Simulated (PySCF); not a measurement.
C5H10O.

```xyz
16

C      1.4547    -0.2563     0.9107
C      0.5924    -0.7054    -0.2588
O      1.2144    -0.4068    -1.4906
C     -0.8254    -0.1718    -0.2637
C     -1.5988     0.1730     0.9705
C     -1.1349     1.2666     0.0535
H      2.4655    -0.6697     0.7881
H      1.0574    -0.5998     1.8772
H      1.5479     0.8415     0.9472
H      0.5321    -1.8072    -0.2332
H      1.1287     0.5447    -1.6222
H     -1.4088    -0.5982    -1.0867
H     -2.6635    -0.0725     0.9944
H     -1.1003     0.0831     1.9391
H     -0.3273     1.9125     0.4111
H     -1.8750     1.7827    -0.5635
```
Charge 0, spin multiplicity 1.

Coordinates come from a PBE0-D3(BJ)/def2-SVP optimisation. Other conformers were not sampled.

Method: PBE/pcSseg-1 run with PySCF. Non-relativistic, no solvent.

Computed absolute GIAO shielding of each atom: isotropic value and principal components (ppm):
```csv
atom,σ(iso),σ11,σ22,σ33,span
C1,162.8,144.7,159.1,184.7,40.0
C2,109.6,82.3,100.3,146.0,63.7
O3,247.5,215.7,259.7,267.2,51.4
C4,158.7,120.5,147.3,208.4,88.0
C5,174.5,150.1,166.5,207.0,56.9
C6,181.1,155.2,172.5,215.4,60.2
H7,30.1,26.3,27.5,36.4,10.1
H8,30.6,25.0,29.8,36.9,11.8
H9,31.0,26.8,31.2,35.0,8.3
H10,27.0,24.3,25.6,31.1,6.8
H11,31.6,23.9,31.0,39.8,16.0
H12,30.0,23.6,27.8,38.7,15.1
H13,30.7,24.9,26.4,40.8,16.0
H14,31.1,24.9,29.9,38.5,13.5
H15,30.9,25.1,29.5,38.2,13.1
H16,31.1,25.2,26.5,41.4,16.2
```
